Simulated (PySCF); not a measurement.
Work out the structure from these simulated measurements.

Elements present: C, F and H. Monoisotopic mass: 108.0187 u.

* Triplet: lowest triplet excitation (Tamm–Dancoff): 3.12 eV [TDA CAM-B3LYP/def2-SVPD]
* Dipole: 1.56 D [CAM-B3LYP/def2-SVPD]
* 13C NMR: chemical shifts (computed TMS as zero) by class: 166.3 (1 C), 139.2 (1 C), 132.0 (1 C), 117.9 (1 C) ppm [GIAO PBE/pcSseg-2]
* UV, first state: lowest singlet excitation: 5.83 eV (213 nm, f = 0.654) [TDDFT CAM-B3LYP/def2-SVPD]
* Rotational structure: rotational constants A, B, C: 4.924, 1.911, 1.377 GHz [PBE0-D3(BJ)/def2-SVP]
* Polarisability: 56.2 au [CAM-B3LYP/def2-SVPD]

Gas-phase values; electronic properties from PySCF, density fitting. Levels stand in brackets. Geometry: PBE0-D3(BJ)/def2-SVP, one conformer, isolated molecule. NMR classes are plain means over equivalent atoms (diastereotopic ones count apart unless rotation or inversion swaps them), as if these changed places fast.

Question: Which formula fits the mass and the elements?

Answer: C4H3F3 (calculated 108.0187). No other formula that holds each of these elements comes within 0.0003 u with a fitting electron parity and a possible valence count.

Question: What is the compound? Reason from the data.

Answer: Numbering: `[CH2:1]=[CH:2][C:3]([F:4])=[C:5]([F:6])[F:7]`. Its formula, C4H3F3, gives 2 degrees of unsaturation: 0 rings and 2 π bonds in the structure found. 4 carbons fall into 4 classes; from least to most shielded: =CF2 carbon [C5] (166.3 ppm), vinylic C–F carbon [C3] (139.2 ppm), alkene CH carbon [C2] (132.0 ppm), terminal =CH2 carbon [C1] (117.9 ppm). The optimised geometry has point group Cs and is an asymmetric top. Structure: `FC(F)=C(F)C=C` (1,1,2-trifluorobuta-1,3-diene). Computed isomers that give other values at the same levels: `C#CCC(F)(F)F` (rotational constant A: 5.234 GHz; this holds for the one conformer computed); `C=C=CC(F)(F)F` (rotational constant A: 5.341 GHz; this holds for the one conformer computed). The assignments are read from this structure; whether some other isomer fits the data as well wasn't checked.

Conformer computed: `[CH2:1]=[CH:2][C:3]([F:4])=[C:5]([F:6])[F:7]`: C1–C2–C3–F4 0°.
